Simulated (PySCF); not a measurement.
# Ionisation energy of Pt by level of theory

Pt [Xe] 4f14 5d9 6s1 (3D) → Pt⁺ [Xe] 4f14 5d9 (2D), as a difference of total energies. All numbers are calculated (PySCF 2.14, a scalar-relativistic core potential, in def2-SVP with the def2 core potential (60 electrons)). Correlated levels: valence: 5s2 5p6 frozen. The calculations carry no spin-orbit coupling.

```csv
method,ionisation energy (eV)
UHF,7.579
B3LYP,9.246
PBE,9.359
MP2 (valence),8.670
SCS-MP2 (valence),8.505
```

Question: How much does correlation contribute at MP2 (valence)?

Answer: 8.670 − (7.579) = 1.091 eV, measured against UHF.

The reference lies between the lowest fine-structure levels, while these numbers refer to the centres of the terms.

Errors of the correlated levels include the incompleteness of this basis and the frozen core.

For comparison: 8.959 eV (measured; NIST Atomic Spectra Database, ionization energies).
